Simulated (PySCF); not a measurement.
(Z)-1,2-dichloro-1-fluoroprop-1-ene (C3H3Cl2F), SMILES C(/Cl)(=C(/Cl)F)C. Geometry: PBE-D3(BJ)/def2-SVP.

Computed with PBE-D3(BJ)/def2-SVP in PySCF.

Harmonic wavenumbers (cm⁻¹): 134, 165, 176, 302, 308, 395, 425, 521, 554, 823, 1002, 1020, 1106, 1183, 1342, 1395, 1401, 1685, 2972, 3047, 3097. Rotational constants (GHz): 2.912, 1.872, 1.148; symmetry number 1.

Work out the zero-point energy and the ideal-gas rigid-rotor harmonic-oscillator thermochemistry at 298.15 K and 1 atm.

ZPE = ½ Σ hcν = ½ × 23054 cm⁻¹ = 32.96 kcal/mol. H − E(el) = 37.79 kcal/mol. Entropy in cal/(mol K): translation 40.48, rotation 28.33, vibration 14.07, total 82.88. G − E(el) = 13.08 kcal/mol. Cp = 24.40 cal/(mol K). Modes under 150 cm⁻¹ make the vibrational entropy uncertain.
